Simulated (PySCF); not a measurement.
# Mg2O2: fields on a plane

These are results of PBE0 in PySCF with Mg def2-TZVP, O def2-TZVP; no relativity; density-fitted integrals, not measurements.

The singlet minimum has Mg–O 1.859 Å (×4); Mg–O–Mg 79.9° (×2), O–Mg–O 100.1° (×2).

The plane holds Mg1 at (0.00, 0.00), Mg2 at (2.39, 0.00), O3 at (1.19, 1.43), O4 at (1.19, -1.43) Å. Columns run from x = -1.95 to 4.65 Å, rows from y = 3.75 (top) to -3.45 Å, in steps of 0.3 Å. Other isomers or separated fragments may lie lower.

Question: Give the electron density (e/Å³) (cut at 5 e/Å³). Lower edges of the bins (e/Å³): '0' 0.000, '1' 0.030, '2' 0.076, '3' 0.151, '4' 0.268, '5' 0.455, '6' 0.750, '7' 1.218, '8' 1.960, '9' 3.136; top 5.00.

Answer: 
```
00000000000000000000000
00000000000000000000000
00000000000000000000000
00000000011110000000000
00000001123221000000000
00000001345543100000000
00000012468864210000000
00000123689986321000000
00000124699996421000000
00001124689985421100000
00001244567765442100000
00002699645546996200000
00014999943349999310000
00014999943349999310000
00002699645546996200000
00001244567765442100000
00001124689985421100000
00000124699996421000000
00000123689986321000000
00000012468864210000000
00000001345543100000000
00000001123221000000000
00000000011110000000000
00000000000000000000000
00000000000000000000000
```

Question: Give the highest occupied orbital (Å^-3/2) at -5.81 eV (cut at ±0.3; overall sign arbitrary). Every second row and column.

Answer: 
```
 0.00  0.00  0.00  0.01  0.01  0.02  0.02  0.01  0.01  0.00  0.00  0.00
 0.00  0.00  0.01  0.02  0.04  0.06  0.05  0.03  0.01  0.01  0.00  0.00
 0.00  0.01  0.01  0.04  0.11  0.19  0.15  0.07  0.02  0.01  0.00  0.00
 0.00  0.01  0.01  0.04  0.19  0.30  0.30  0.09  0.02  0.01  0.00  0.00
 0.00  0.01  0.01  0.00 -0.02 -0.30 -0.08 -0.01  0.00  0.01  0.00  0.00
 0.00  0.01  0.01 -0.02 -0.17 -0.30 -0.30 -0.07  0.00  0.01  0.00  0.00
 0.00  0.00  0.01  0.17 -0.03 -0.08 -0.06  0.14  0.02  0.00  0.00  0.00
 0.00 -0.01 -0.01 -0.04  0.11  0.25  0.19  0.00 -0.02 -0.01  0.00  0.00
 0.00 -0.01 -0.01  0.03  0.15  0.30  0.30  0.07  0.00 -0.01  0.00  0.00
 0.00 -0.01 -0.01 -0.03 -0.14 -0.30 -0.30 -0.06 -0.01 -0.01  0.00  0.00
 0.00 -0.01 -0.02 -0.05 -0.16 -0.30 -0.25 -0.08 -0.03 -0.01  0.00  0.00
 0.00  0.00 -0.01 -0.03 -0.07 -0.11 -0.09 -0.05 -0.02 -0.01  0.00  0.00
 0.00  0.00 -0.01 -0.01 -0.03 -0.03 -0.03 -0.02 -0.01  0.00  0.00  0.00
```
